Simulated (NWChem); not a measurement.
Molecule: HSeOF; SMILES O[Se]F

```xyz
4

Se     0.4010     0.0123     0.0053
F     -0.6847    -1.4167     0.0104
O     -0.7991     1.3517     0.0721
H     -1.0802     1.5206    -0.8518
```
Atoms are numbered in this order, from 1.

Computed with NWChem. Medium grid unless said otherwise, to which SCAN and Minnesota functionals are sensitive. All runs use the structure optimised with PBE-D3(BJ)/def2-SVP.

### Question
Order these by “orbital gap (eV)”, lowest first: B3LYP/def2-TZVP; Hartree-Fock/def2-TZVP; M06-2X/def2-TZVP; RPBE/def2-TZVP.

### Answer
RPBE/def2-TZVP (2.85), B3LYP/def2-TZVP (4.64), M06-2X/def2-TZVP (7.55), Hartree-Fock/def2-TZVP (12.03)
